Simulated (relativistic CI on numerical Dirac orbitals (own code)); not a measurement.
## d1 to d9 in one octahedral field

Computed with a parametric ligand-field model without spin-orbit coupling, by exact diagonalisation: B = 390, C = 1910, 10Dq = 37300 cm⁻¹ (Oh; |10Dq|/B = 95.6) for every shell. Energies in cm⁻¹; the field energy is (0.6 n_e − 0.4 n_t2) × 10Dq of the ground term; g labels are left out. So small a B with so large a field is typical of 4d and 5d ions, where spin-orbit coupling, left out here, reaches 1,000 to 4,000 cm⁻¹.

| Shell | Ground term | Electrons in e | Field energy | First spin-allowed bands | Lowest term of other spin |
| --- | --- | --- | --- | --- | --- |
| d1 | 2T2 | 0.000 | -14920 | 2E 37300 |  |
| d2 | 3T1 | 0.003 | -29719 | 3T2 36264, 3T1 41077 | 1T2 6244 |
| d3 | 4A2 | 0.000 | -44760 | 4T2 37300, 4T1 41819 | 2E 8965 |
| d4 | 3T1 | 0.006 | -59448 | 3E 35333, 3T1 35820 | 1T2 5714 |
| d5 | 2T2 | 0.012 | -74141 | 2A2 34685, 2T1 34821 | 4T1 28154 |
| d6 | 1A1 | 0.010 | -89128 | 1T1 35731, 1T2 41599 | 3T1 31794 |
| d7 | ? | ? | ? | ? | ? |
| d8 | 3A2 | 2.000 | -44760 | 3T2 37300, 3T1 41819 | 1E 6916 |
| d9 | 2E | 3.000 | -22380 | 2T2 37300 |  |

Problem. Fill in the row of d7.

Solution. Ground term: 2E; Electrons in e: 1.006; Field energy: -66904; First spin-allowed bands: 2T1 35645, 2T2 36178; Lowest term of other spin: 4T1 28239. Low spin: d4, d5, d6, d7; the other shells keep the spin of the free ion. Only d4 to d7 can choose; the field needed to pair spins is smallest for d6 and largest for d5, which loses most exchange energy. In the strong-field picture 10Dq must exceed about 6B + 5C = 11890 (d4), 7.5B + 5C = 12475 (d5), 2.5B + 4C = 8615 (d6) and 4B + 4C = 9200 (d7); mixing of terms shifts these bounds somewhat.
